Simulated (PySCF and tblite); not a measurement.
The numbers below are computed, except where a source is named.
Stationary points of C6H13N at GFN2-xTB, in Å:

Structure A

```
 1 C     2.068   -0.934   -0.404
 2 C     0.661   -0.874    0.184
 3 C    -0.026    0.445   -0.118
 4 C     0.631    1.659    0.509
 5 C    -0.717    0.616   -1.421
 6 N    -1.468    0.552   -0.192
 7 C    -2.344   -0.563    0.055
 8 H     2.498   -1.921   -0.247
 9 H     2.041   -0.735   -1.473
10 H     2.718   -0.202    0.068
11 H     0.709   -1.012    1.267
12 H     0.076   -1.698   -0.229
13 H     1.564    1.897    0.004
14 H    -0.038    2.510    0.431
15 H     0.839    1.475    1.561
16 H    -0.713    1.577   -1.917
17 H    -0.757   -0.236   -2.095
18 H    -3.351   -0.269   -0.244
19 H    -2.078   -1.478   -0.492
20 H    -2.348   -0.780    1.124
```

Structure B

```
 1 C     2.309   -0.808   -0.288
 2 C     0.909   -0.965    0.297
 3 C     0.020    0.245    0.027
 4 C     0.435    1.513    0.756
 5 C    -0.622    0.372   -1.332
 6 N    -1.348    0.022   -0.181
 7 C    -2.616   -0.317    0.338
 8 H     2.880   -1.724   -0.152
 9 H     2.253   -0.591   -1.352
10 H     2.846    0.001    0.201
11 H     0.978   -1.124    1.376
12 H     0.430   -1.844   -0.139
13 H     1.393    1.872    0.388
14 H    -0.310    2.289    0.603
15 H     0.522    1.321    1.824
16 H    -0.765    1.365   -1.759
17 H    -0.433   -0.395   -2.083
18 H    -3.346    0.497    0.208
19 H    -3.027   -1.220   -0.137
20 H    -2.509   -0.511    1.405
```

Structure C

```
 1 C     2.397   -0.666   -0.568
 2 C     1.075   -1.021    0.107
 3 C    -0.010    0.014   -0.142
 4 C     0.141    1.286    0.665
 5 C    -0.631    0.073   -1.489
 6 N    -1.314   -0.564   -0.390
 7 C    -2.518    0.020    0.140
 8 H     3.122   -1.461   -0.415
 9 H     2.253   -0.530   -1.637
10 H     2.811    0.253   -0.159
11 H     1.229   -1.125    1.183
12 H     0.716   -1.978   -0.274
13 H     1.138    1.696    0.525
14 H    -0.580    2.042    0.363
15 H     0.000    1.075    1.725
16 H    -0.999    1.033   -1.842
17 H    -0.296   -0.591   -2.274
18 H    -2.594    1.107    0.000
19 H    -3.367   -0.449   -0.360
20 H    -2.577   -0.202    1.205
```

Level: PBE0/pcSseg-1 + D3(BJ), IEF-PCM dichloromethane on GFN2-xTB stationary points, with GFN2-xTB thermal terms.

Question: Which structure is a saddle point, and along which motion?

Answer: B: one imaginary mode (336i cm⁻¹ at GFN2-xTB, mostly on N6, C7), along the pyramidal inversion at N6.

Question: Give their symmetry and energies above the lowest.

Answer: A C1, 0.5 kcal/mol; B C1, 17.0 kcal/mol; C C1, 0.0 kcal/mol.
